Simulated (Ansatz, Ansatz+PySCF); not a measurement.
```xyz
5

B    -0.1297    0.3677    0.1232
H     1.4629   -4.9967   -1.6683
H     0.8502    1.0134   -0.4550
H     0.1759   -0.4200    1.0866
H    -1.3433    0.6507   -0.0869
```

Basis set: def2-SVP (spherical functions). Correlated methods keep 1 orbital frozen. Charge 0, multiplicity 2.

Computed with Ansatz (development build ahead of 0.2.0); each method stands on the lowest determinant of its kind that the runs found.

(1) Give the atomization energy at this shape (free ground-state atoms in the same class of orbitals less the molecule, no zero-point energy) of doublet BH₄ in separate pieces by UHF-MP2, UHF.

## Answers

(1)

| method | atomization energy |
| --- | --- |
| UHF-MP2 | 11.39 eV |
| UHF | 9.83 eV |

Caution: the shape is not the minimum.
